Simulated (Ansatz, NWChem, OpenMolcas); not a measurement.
**SnS (SMILES [S][Sn]): the energy, rung by rung**

SnS has 2 atoms, charge 0, and is taken as a singlet. As SMILES, `[S][Sn]`. The bond length is the measured one.

| atom | x (Å) | y (Å) | z (Å) |
| --- | --- | --- | --- |
| S | 0.0000 | 0.0000 | 0.0000 |
| Sn | 0.0000 | 0.0000 | 2.2090 |

Each level gives the energy change with the S1–Sn2 bond stretched from 2.209 to 4.860 Å (eV). The values are calculated.

```tsv
level	kind	program	value (eV)	CPU time (all runs)
HF/def2-TZVP (core potential) (restricted)	Hartree–Fock	NWChem	6.17	45 s
SVWN5/def2-TZVP (core potential) (restricted)	LDA	OpenMolcas	6.35	28 s
PBE/def2-TZVP (core potential) (restricted)	GGA	Ansatz	5.91	20 s
M06-L/def2-TZVP (core potential) (restricted)	meta-GGA	OpenMolcas	6.37	48 s
PBE0/def2-TZVP (core potential) (restricted)	global hybrid	Ansatz	7.08	18 s
HSE06/def2-TZVP (core potential) (restricted)	range-separated hybrid	Ansatz	7.02	54 s
RPA@PBE/def2-TZVP (core potential) (restricted)	RPA	Ansatz	4.46	28 s
RPA@PBE0/def2-TZVP (core potential) (restricted)	RPA	Ansatz	6.54	37 s
MP2/def2-TZVP (core potential) (restricted)	perturbation theory	Ansatz	7.73	21 s
```

The first shape isn't each level's own minimum. The values span 4.46 to 7.73 eV. In the correlated wave-function rows the outer d shell of Sn is correlated, in sets not made for it. CPU times are rough (shared hosts, several kinds of processor): they show what a rung costs within a factor of a few.
